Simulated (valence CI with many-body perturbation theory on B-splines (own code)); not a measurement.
## Er61+: electric-dipole lines

Calculated by valence CI with perturbative core correlation (CI+MBPT): five valence electrons over a frozen Dirac-Fock core [He], radial functions for each j: 11 s, 11 p, 10 d, 8 f, 5 g, 2 h, with the one-electron correlation potential Σ1 (screened to all orders), the two-electron term Σ2, the three-electron term Σ3, Breit, model QED; selected single and double excitations, second order for the rest, scaled by the run's own slope (own B-spline code, finite nucleus).

No measured spectrum was set against this ion. As an estimate, large intervals hold to a few tenths of a per cent, small ones and those within an open d or f shell to about a per cent. Among the levels kept, up to 7400 cm⁻¹ of a level comes from second order outside the variational space, and about a tenth of that is noise between levels of different J, which matters for small intervals.

Lines 51 to 100 of 600 in falling wavelength, among levels below 10471 eV, chosen from the strongest by gf and those to the six lowest levels. Wavelengths and rates use the calculated energies. Electric multipoles are in the length gauge with retardation, E1 and E2 with the static RPA response of the core. Weak lines are less certain than strong ones. Lines between different terms over intervals too small for the method are left out, as are lines whose strength nearly cancels. The highest levels of a list are the least certain.

Levels are named by their leading jj configuration (3d3/2^4 stands for four electrons in 3d with j = 3/2), which in mixed levels can hold well under half, so a name can repeat and another be missing. Letters in brackets count levels of one name in rising energy.

| λ vac (Å) | Upper | Lower | A (s⁻¹) | S (a.u.) |
| --- | --- | --- | --- | --- |
| 37.14 | (2p1/2^2 2p3/2^2 3p3/2) J=5/2 | (2s 2p1/2 2p3/2^2 3p3/2) J=5/2 [b] | 1.01e+11 | 1.53e-02 |
| 37.00 | (2p1/2^2 2p3/2^2 3p3/2) J=5/2 | (2s 2p1/2 2p3/2^2 3p3/2) J=3/2 [c] | 1.44e+11 | 2.15e-02 |
| 36.86 | (2p1/2^2 2p3/2^2 3p3/2) J=1/2 | (2s 2p1/2 2p3/2^2 3p3/2) J=3/2 [c] | 4.69e+11 | 2.32e-02 |
| 36.21 | (2p1/2^2 2p3/2^2 3d3/2) J=3/2 | (2s 2p1/2 2p3/2^2 3d3/2) J=3/2 [b] | 1.48e+11 | 1.39e-02 |
| 35.79 | (2s 2p1/2 2p3/2^2 3p3/2) J=3/2 [b] | (2s 2p1/2 2p3/2^2 3s) J=5/2 [b] | 1.48e+11 | 1.34e-02 |
| 35.62 | (2p1/2^2 2p3/2^2 3d3/2) J=1/2 | (2s 2p1/2 2p3/2^2 3d3/2) J=3/2 [b] | 2.72e+11 | 1.21e-02 |
| 35.54 | (2s 2p1/2 2p3/2^2 3p3/2) J=5/2 [a] | (2s 2p1/2 2p3/2^2 3s) J=3/2 [a] | 1.73e+11 | 2.30e-02 |
| 35.21 | (2s 2p1/2 2p3/2^2 3d3/2) J=7/2 [b] | (2s 2p1/2 2p3/2^2 3p1/2) J=5/2 [b] | 1.69e+11 | 2.91e-02 |
| 35.16 | (2p1/2^2 2p3/2^2 3d3/2) J=5/2 | (2s 2p1/2 2p3/2^2 3d3/2) J=5/2 [b] | 1.18e+11 | 1.52e-02 |
| 35.13 | (2s 2p1/2 2p3/2^2 3p3/2) J=7/2 [b] | (2s 2p1/2 2p3/2^2 3s) J=5/2 [b] | 2.16e+11 | 3.70e-02 |
| 35.08 | (2p1/2^2 2p3/2^2 3d3/2) J=7/2 | (2s 2p1/2 2p3/2^2 3d3/2) J=5/2 [b] | 1.06e+11 | 1.81e-02 |
| 35.04 | (2s 2p1/2 2p3/2^2 3d3/2) J=5/2 [e] | (2s 2p1/2 2p3/2^2 3p1/2) J=3/2 [d] | 2.36e+11 | 3.00e-02 |
| 35.04 | (2s^2 2p1/2 2p3/2 3d3/2) J=5/2 [b] | (2s^2 2p1/2 2p3/2 3p1/2) J=3/2 [b] | 2.25e+11 | 2.86e-02 |
| 34.63 | (2s 2p1/2 2p3/2^2 3d3/2) J=3/2 [e] | (2s 2p1/2 2p3/2^2 3p1/2) J=3/2 [d] | 2.18e+11 | 1.79e-02 |
| 34.59 | (2s 2p1/2 2p3/2^2 3p3/2) J=1/2 [a] | (2s 2p1/2 2p3/2^2 3s) J=3/2 [a] | 5.61e+11 | 2.29e-02 |
| 34.57 | (2s^2 2p1/2 2p3/2 3p3/2) J=3/2 [a] | (2s^2 2p1/2 2p3/2 3s) J=3/2 [b] | 2.07e+11 | 1.69e-02 |
| 34.55 | (2s 2p1/2 2p3/2^2 3p3/2) J=3/2 [f] | (2s 2p1/2 2p3/2^2 3s) J=1/2 [c] | 2.40e+11 | 1.96e-02 |
| 34.49 | (2s 2p1/2 2p3/2^2 3d3/2) J=3/2 [f] | (2s 2p1/2 2p3/2^2 3p1/2) J=1/2 [c] | 1.50e+11 | 1.21e-02 |
| 34.45 | (2s^2 2p1/2 2p3/2 3d3/2) J=3/2 [b] | (2s^2 2p1/2 2p3/2 3p1/2) J=3/2 [b] | 2.74e+11 | 2.21e-02 |
| 34.36 | (2s 2p1/2^2 2p3/2 3p3/2) J=3/2 [a] | (2s 2p1/2^2 2p3/2 3s) J=3/2 [a] | 4.35e+11 | 3.48e-02 |
| 34.32 | (2s 2p1/2 2p3/2^2 3d3/2) J=5/2 [b] | (2s 2p1/2 2p3/2^2 3p1/2) J=5/2 [b] | 2.68e+11 | 3.21e-02 |
| 34.13 | (2s 2p1/2 2p3/2^2 3p3/2) J=5/2 [c] | (2s 2p1/2 2p3/2^2 3s) J=3/2 [d] | 1.16e+11 | 1.36e-02 |
| 34.11 | (2s 2p1/2 2p3/2^2 3d3/2) J=1/2 [d] | (2s 2p1/2 2p3/2^2 3p1/2) J=1/2 [c] | 2.41e+11 | 9.45e-03 |
| 33.98 | (2s 2p1/2^2 2p3/2 3d3/2) J=3/2 [b] | (2s 2p1/2^2 2p3/2 3p1/2) J=1/2 | 1.65e+11 | 1.28e-02 |
| 33.91 | (2s 2p1/2 2p3/2^2 3d3/2) J=5/2 [a] | (2s 2p1/2 2p3/2^2 3p1/2) J=5/2 [a] | 2.04e+11 | 2.35e-02 |
| 33.91 | (2s^2 2p3/2^2 3p3/2) J=5/2 | (2s^2 2p3/2^2 3s) J=3/2 | 2.87e+11 | 3.32e-02 |
| 33.90 | (2s 2p1/2 2p3/2^2 3p3/2) J=7/2 [c] | (2s 2p1/2 2p3/2^2 3s) J=5/2 [c] | 5.21e+11 | 8.02e-02 |
| 33.79 | (2s 2p1/2^2 2p3/2 3d3/2) J=5/2 [a] | (2s 2p1/2^2 2p3/2 3p1/2) J=5/2 | 2.28e+11 | 2.60e-02 |
| 33.79 | (2s 2p1/2 2p3/2^2 3d3/2) J=3/2 [c] | (2s 2p1/2 2p3/2^2 3p1/2) J=1/2 [a] | 2.71e+11 | 2.06e-02 |
| 33.77 | (2s^2 2p3/2^2 3p3/2) J=1/2 | (2s^2 2p3/2^2 3s) J=3/2 | 6.25e+11 | 2.38e-02 |
| 33.70 | (2s 2p1/2^2 2p3/2 3d3/2) J=5/2 [a] | (2s 2p1/2^2 2p3/2 3p1/2) J=3/2 [a] | 1.95e+11 | 2.21e-02 |
| 33.62 | (2s^2 2p1/2 2p3/2 3d3/2) J=1/2 [b] | (2s^2 2p1/2 2p3/2 3p1/2) J=3/2 [b] | 3.65e+11 | 1.37e-02 |
| 33.55 | (2s 2p1/2 2p3/2^2 3d3/2) J=7/2 [c] | (2s 2p1/2 2p3/2^2 3p1/2) J=5/2 [c] | 3.56e+11 | 5.30e-02 |
| 33.55 | (2s 2p1/2 2p3/2^2 3d3/2) J=3/2 [b] | (2s 2p1/2 2p3/2^2 3p1/2) J=5/2 [b] | 4.66e+11 | 3.48e-02 |
| 33.43 | (2s 2p1/2^2 2p3/2 3p3/2) J=5/2 [b] | (2s 2p1/2^2 2p3/2 3s) J=3/2 [b] | 5.15e+11 | 5.69e-02 |
| 33.38 | (2s^2 2p1/2 2p3/2 3d3/2) J=3/2 [a] | (2s^2 2p1/2 2p3/2 3p1/2) J=3/2 [a] | 1.81e+11 | 1.33e-02 |
| 33.36 | (2s^2 2p1/2 2p3/2 3p3/2) J=7/2 | (2s^2 2p1/2 2p3/2 3s) J=5/2 | 6.46e+11 | 9.47e-02 |
| 33.36 | (2s^2 2p3/2^2 3d3/2) J=5/2 | (2s^2 2p3/2^2 3p1/2) J=5/2 | 2.44e+11 | 2.68e-02 |
| 33.35 | (2s 2p1/2 2p3/2^2 3p3/2) J=1/2 [c] | (2s 2p1/2 2p3/2^2 3s) J=1/2 [c] | 4.39e+11 | 1.61e-02 |
| 33.32 | (2p1/2^2 2p3/2^2 3p3/2) J=5/2 | (2s 2p1/2 2p3/2^2 3p3/2) J=7/2 [b] | 9.51e+10 | 1.04e-02 |
| 33.32 | (2p1/2^2 2p3/2^2 3d3/2) J=7/2 | (2s 2p1/2 2p3/2^2 3d3/2) J=9/2 | 9.63e+10 | 1.41e-02 |
| 33.31 | (2s 2p1/2 2p3/2^2 3p3/2) J=5/2 [c] | (2s 2p1/2 2p3/2^2 3s) J=3/2 [b] | 4.98e+11 | 5.45e-02 |
| 33.31 | (2s 2p1/2 2p3/2^2 3p3/2) J=5/2 [d] | (2s 2p1/2 2p3/2^2 3s) J=5/2 [c] | 1.02e+11 | 1.12e-02 |
| 33.29 | (2s^2 2p3/2^2 3d3/2) J=3/2 [a] | (2s^2 2p3/2^2 3p1/2) J=3/2 | 3.65e+11 | 2.66e-02 |
| 33.28 | (2s^2 2p3/2^2 3d3/2) J=3/2 [b] | (2s^2 2p3/2^2 3p1/2) J=1/2 | 4.15e+11 | 3.02e-02 |
| 33.28 | (2s^2 2p3/2^2 3d3/2) J=7/2 | (2s^2 2p3/2^2 3p1/2) J=5/2 | 4.57e+11 | 6.65e-02 |
| 33.28 | (2s 2p1/2^2 2p3/2 3d3/2) J=3/2 [a] | (2s 2p1/2^2 2p3/2 3p1/2) J=3/2 [a] | 3.56e+11 | 2.59e-02 |
| 33.27 | (2s^2 2p1/2 2p3/2 3d3/2) J=5/2 [a] | (2s^2 2p1/2 2p3/2 3p1/2) J=3/2 [a] | 3.59e+11 | 3.92e-02 |
| 33.21 | (2s 2p1/2^2 2p3/2 3d3/2) J=5/2 [b] | (2s 2p1/2^2 2p3/2 3p1/2) J=3/2 [b] | 3.91e+11 | 4.25e-02 |
| 33.21 | (2s^2 2p1/2 2p3/2 3p3/2) J=1/2 [a] | (2s^2 2p1/2 2p3/2 3s) J=1/2 | 4.57e+11 | 1.65e-02 |
